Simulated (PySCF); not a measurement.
**UHF on Ge⁺ (germanium, charge +1)**

Configuration: [Ar] 3d10 4s1 4p2, high-spin 4P determinant (an excited configuration). Computed with PySCF 2.14 in x2c-TZVPPall (6s5p4d1f, 48 functions), with scalar relativity by spin-free X2C-1e.

| Item | Value |
| --- | --- |
| Total energy | -2096.594508 hartree |
| One-electron energy | -2910.4099 hartree |
| Hartree (Coulomb) energy | 892.2891 hartree |
| Exchange energy | -78.4737 hartree |
| ⟨S²⟩ | 3.7519 |
| ⟨L²⟩ | 2.014 |
| Sum of ⟨r⟩ | 21.03 bohr |
| Sum of ⟨r²⟩ | 30.21 bohr² |
| Traceless quadrupole moment −½Σ⟨3z² − r²⟩ along its main axis | 3.15 e·bohr² |
| Langevin diamagnetic susceptibility | -23.9 ×10⁻⁶ cm³/mol |

| shell | electrons | mean orbital energy (hartree) | spread (hartree) | rms radius, mean of both spins (bohr) |
| --- | --- | --- | --- | --- |
| 1s α | 1 | -411.22405 | 0 | 0.0542 |
| 1s β | 1 | -411.21202 | 0 | 0.0542 |
| 2s α | 1 | -53.81824 | 0 | 0.227 |
| 2s β | 1 | -53.80941 | 0 | 0.227 |
| 2p α | 3 | -46.91020 | 0.00119 | 0.203 |
| 2p β | 3 | -46.90337 | 0.00643 | 0.203 |
| 3s α | 1 | -7.80006 | 0 | 0.668 |
| 3s β | 1 | -7.77074 | 0 | 0.668 |
| 3p α | 3 | -5.60561 | 0.00039 | 0.700 |
| 3p β | 3 | -5.58598 | 0.01873 | 0.700 |
| 3d α | 5 | -1.99025 | 0.01402 | 0.812 |
| 3d β | 5 | -1.97915 | 0.01996 | 0.812 |
| 4s α | 1 | -1.02486 | 0 | 2.21 |
| 4p α | 2 | -0.62861 | 0 | 2.70 |

Densities and radii are taken from the X2C orbitals without a picture-change correction, which distorts them close to the nucleus.

Spin-orbit constants ζ (cm⁻¹) from the X2C one-electron operator on these orbitals: bare nucleus, nucleus screened by l(l+1)(2l+1)/3 electrons, and screened by the Breit-Pauli mean field of the electrons.

| shell | bare | screened nucleus | mean field |
| --- | --- | --- | --- |
| 2p | 177200 | 166100 | 161000 |
| 3p | 23540 | 22070 | 21260 |
| 3d | 2592 | 1782 | 1641 |
| 4p | 1313 | 1231 | 1177 |

To first order the Landé constant is A = 392.3 cm⁻¹, so the lowest level has J = 1/2 and lies 0.122 eV below the centre of the term. This holds in LS coupling only.
